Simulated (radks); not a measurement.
Q: These are the eigenvalues of the occupied orbitals of an atom or ion with whole-number occupations (hartree). Method: scalar-relativistic Kohn-Sham, exchange-only LDA, spin-polarised, spherical densities, point nucleus; computed with a radial shooting solver on a logarithmic mesh with Libxc functionals.

orbital  eigenvalue
1s        -350.0652
2s        -43.17569
2p        -37.56314
3s         -5.43447
3p         -3.76848
3d         -1.08726

Which element is it, and in what charge state? The configuration may be excited. Open shells, if any, are filled with parallel spins first.

A: Z = 30, zinc, charge +2: Zn2+ in [Ar] 3d10. The list shows which subshells hold electrons but not how many an open one holds; the 1s level, -350.07 hartree, gives Z - s = 26.5 by -(Z - s)^2/2, which with screening and relativity narrows Z to a few neighbours, and the depths of the outer levels then fix element, charge and occupations together.
